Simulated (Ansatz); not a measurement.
Input for Ansatz (an electronic-structure program): U-PBE0/def2-TZVPP on MgP-, 2S+1 = 3, a spin state set in the input, which need not be the lowest, a point of a bond scan (R = 2.411 Å). Charge -1.

Ansatz 0.2 input:
```yaml
crystal:
  periodic: [false, false, false]
  atoms:
    - {symbol: Mg, position_ang: [0.00000000, 0.00000000, 0.00000000]}
    - {symbol: P, position_ang: [0.00000000, 0.00000000, 2.41117400]}
basis:
  gaussian:
    orbitals: def2-TZVPP
    pivot_positions_ang: [[0.00000000, 0.00000000, 0.00000000], [0.00000000, 0.00000000, 2.41117400]]
hamiltonian:
  xc: {name: PBE0}
total_charge: -1
magnetization: {spin_polarized: true, initial_magnetization: 2}
output: {forces: true, orbitals: {seedname: ./end}}
```

Task: Predict the final total energy.

Result: -541.1743 hartree.
